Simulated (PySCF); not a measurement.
Cl3Fe, SMILES [Cl][Fe-]([Cl])[Cl] (connectivity only; charge and spin as stated), charge -1, multiplicity 5.

Geometry optimised at PBE0-D3(BJ)/def2-SVPD. The spin state was assumed, not searched.

Two levels are set side by side: PBE/def2-TZVPD (PySCF) and PBE0/def2-TZVPD (PySCF). Same geometry, gas phase. Differences are taken from unrounded values.

```json
[
 {"quantity": "α-spin orbital gap (eV)", "PBE": "4.64"},
 {"quantity": "β-spin orbital gap (eV)", "PBE": "1.09"},
 {"quantity": "mean polarisability (bohr³)", "PBE": "95.6"}
]
```

Task: These are the PBE values. What does PBE0 give? (Estimate from the structure and the level; the computed values follow.)

Result: 
```tsv
quantity	PBE0	PBE minus PBE0
α-spin orbital gap (eV)	6.97	-2.32
β-spin orbital gap (eV)	5.24	-4.14
mean polarisability (bohr³)	83.0	12.6
```

PBE's more diffuse valence density responds more strongly to a field. Differences between two approximate levels are no errors against the true value.

Rough cost on one machine, each run with all the roots and properties that it gave: PBE0 against PBE about 3 times.
